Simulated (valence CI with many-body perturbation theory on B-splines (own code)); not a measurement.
# Which ion has this spectrum?

A relativistic CI+MBPT calculation for an atom or ion with 5 electrons gives these levels (Ry):

```tsv
J	Parity	E	g
1/2	odd	0.00	0.63
1/2	even	15.26	2.09
3/2	odd	52.05	1.31
3/2	even	62.71	1.64
5/2	even	65.39	1.33
1/2	even	69.71	1.25
3/2	even	69.82	0.97
3/2	odd	85.86	1.33
5/2	even	116.08	1.42
1/2	even	122.62	1.91
3/2	even	122.69	1.18
3/2	odd	135.02	1.44
5/2	odd	136.61	1.17
1/2	odd	140.02	0.63
```

The energies are calculated, and their last digits are not significant.

(1) Which is it?
A. Gd59+
B. Dy61+
C. Tb60+
D. Eu58+

Results:

(1) D. Eu58+, ground level (2s^2 2p1/2) J=1/2.
